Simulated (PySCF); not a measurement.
SSi, charge -1, doublet, geometry from GFN2-xTB (a state made from the parent by changing its charge; the spin is typed, not shown lowest) (a gas-phase anion, which may not be bound at this level); B3LYP/STO-3G run with PySCF.

Here is a job for PySCF.
```python
from pyscf import gto, scf, dft

mol = gto.Mole()
mol.atom = '''
    Si   -0.00000000   -0.00000000   -1.11647694
    S     0.00000000    0.00000000    0.97691732
'''
mol.basis = 'sto-3g'
mol.charge = -1
mol.spin = 1
mol.verbose = 4
mol.build()

mf = dft.ROKS(mol)
mf.xc = 'b3lyp'
mf.kernel()
```

The log (banner, timings and long lists left out):

```
PySCF version 2.14.0

[INPUT] verbose = 4
[INPUT] num. atoms = 2
[INPUT] num. electrons = 31
[INPUT] charge = -1
[INPUT] spin (= nelec alpha-beta = 2S) = 1
[INPUT] symmetry False subgroup None
[INPUT] Mole.unit = angstrom
[INPUT] Symbol           X                Y                Z      unit          X                Y                Z       unit  Magmom
[INPUT]  1 Si     0.000000000000   0.000000000000  -1.116476940000 AA    0.000000000000   0.000000000000  -2.109835640992 Bohr   0.0
[INPUT]  2 S      0.000000000000   0.000000000000   0.976917320000 AA    0.000000000000   0.000000000000   1.846106181144 Bohr   0.0

nuclear repulsion = 56.6236840861883
number of shells = 10
number of NR pGTOs = 54
number of NR cGTOs = 18
basis = sto-3g
ecp = {}

******** <class 'pyscf.dft.roks.ROKS'> ********
method = ROKS
initial guess = minao
damping factor = 0
level_shift factor = 0
DIIS = <class 'pyscf.scf.diis.CDIIS'>
diis_start_cycle = 1
diis_space = 8
diis_damp = 0
SCF conv_tol = 1e-09
SCF conv_tol_grad = None
SCF max_cycles = 50
direct_scf = True
direct_scf_tol = 1e-13
num. doubly occ = 15  num. singly occ = 1
XC library pyscf.dft.libxc version 7.1.2
    S. Lehtola, C. Steigemann, M. J. T. Oliveira, and M. A. L. Marques,  SoftwareX 7, 1–5 (2018)
XC functionals = b3lyp
    P. J. Stephens, F. J. Devlin, C. F. Chabalowski, and M. J. Frisch,  J. Phys. Chem. 98, 11623 (1994)
radial grids:
    Treutler-Ahlrichs [JCP 102, 346 (1995); DOI:10.1063/1.469408] (M4) radial grids

becke partition: Becke, JCP 88, 2547 (1988); DOI:10.1063/1.454033
pruning grids: <function nwchem_prune>
grids dens level: 3
symmetrized grids: False
atomic radii adjust function: <function treutler_atomic_radii_adjust>
small_rho_cutoff = 0
Set gradient conv threshold to 3.16228e-05
tot grids = 38064
init E= -679.418456321565

WARN: HOMO -0.0316308011446739 >= LUMO -0.031630801144673

cycle= 1 E= -679.574138971931  delta_E= -0.156  |g|= 0.358  |ddm|= 1.69
  HOMO = 0.419510095459636  LUMO = 0.435531783447449  gap/eV = 0.43597
cycle= 2 E= -678.343869265473  delta_E= 1.23  |g|= 1.46  |ddm|= 2.41
  HOMO = 0.388063086738576  LUMO = 0.410430611150885  gap/eV = 0.60865
cycle= 3 E= -679.664658898561  delta_E= -1.32  |g|= 0.0109  |ddm|= 1.96
  HOMO = 0.393398166480204  LUMO = 0.410615570955294  gap/eV = 0.46851
cycle= 4 E= -679.664758117271  delta_E= -9.92e-05  |g|= 0.0092  |ddm|= 0.039
  HOMO = 0.392618864915751  LUMO = 0.410314621882225  gap/eV = 0.48153
cycle= 5 E= -679.664799382504  delta_E= -4.13e-05  |g|= 0.00327  |ddm|= 0.0116
  HOMO = 0.392575717809738  LUMO = 0.410222297827194  gap/eV = 0.48019
cycle= 6 E= -679.664805127779  delta_E= -5.75e-06  |g|= 0.000162  |ddm|= 0.00448
  HOMO = 0.392609987273992  LUMO = 0.410214083587236  gap/eV = 0.47903
cycle= 7 E= -679.664805156976  delta_E= -2.92e-08  |g|= 1.36e-05  |ddm|= 0.000562
  HOMO = 0.392612390034079  LUMO = 0.4102143955965  gap/eV = 0.47897
cycle= 8 E= -679.664805157076  delta_E= -9.92e-11  |g|= 9.97e-07  |ddm|= 2.18e-05
  HOMO = 0.392612430451777  LUMO = 0.410214472989442  gap/eV = 0.47898
Extra cycle  E= -679.664805157072  delta_E= 3.3e-12  |g|= 2.77e-06  |ddm|= 5.78e-06
converged SCF energy = -679.664805157072
```
